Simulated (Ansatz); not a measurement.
Ge(OAc)H3 (C₂H₆GeO₂). The state is a singlet with charge 0. Geometry PBE0-D4/def2-SVP; atoms count from 1.

```xyz
11

C    -0.0327    0.1042   -0.6474
C     0.9031    0.7831   -1.6027
Ge   -0.7356   -0.7254    1.7851
O     0.4053    0.1094    0.6072
O    -1.0849   -0.4076   -0.9553
H     0.4789    0.7750   -2.6125
H     1.8742    0.2665   -1.5963
H     1.0851    1.8160   -1.2723
H    -0.8634   -2.1998    1.3937
H    -2.0699    0.0248    1.8033
H     0.0399   -0.5462    3.0971
```

Question: Estimate the Mulliken populations from the PBE0/def2-TZVP orbitals of Ansatz.

Answer: 
```csv
atom,charge (e)
C1,0.34
C2,-0.37
Ge3,0.26
O4,-0.37
O5,-0.36
H6,0.15
H7,0.14
H8,0.14
H9,0.03
H10,0.03
H11,0.01
```
Mulliken values and Mayer orders depend strongly on the basis.

Question: And the Mayer bond orders between bonded heavy atoms (over 0.3)?

Answer: C1–C2 1.00 (1.50 Å); C1–O4 1.22 (1.33 Å); C1–O5 1.96 (1.21 Å); Ge3–O4 0.81 (1.84 Å).
